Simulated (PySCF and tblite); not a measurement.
Values are calculated unless marked as measured or tabulated.
System: C4H9BFN, numbered as in [CH2:1]=[CH:2][B:3]([F:4])[N:5]([CH3:6])[CH3:7].

Geometries: GFN2-xTB; energies: PBE0/pcSseg-1 + D3(BJ), IEF-PCM chloroform; zero-point and thermal terms from GFN2-xTB harmonic modes (soft modes blended into free rotors). Rates follow Eyring's equation with the number of equivalent paths and no tunnelling. (PySCF 2.14 with density fitting, tblite 0.8.)

Q: How high is the barrier to the rotation about the B3–C2 bond (torsion F4–B3–C2–C1 from 0° to 134°, rising), through which structure does it pass, and what rate follows at 298 K?

A: The electronic barrier is 3.6 kcal/mol and ΔG‡(298 K) 3.9 kcal/mol, over a C1 saddle with an imaginary mode of 66i cm⁻¹ (GFN2-xTB). With 2 equivalent paths, k is 1.8×10¹⁰ s⁻¹, a mean lifetime of the start of 56 ps against this motion. The end lies 2.3 kcal/mol above the start in free energy.
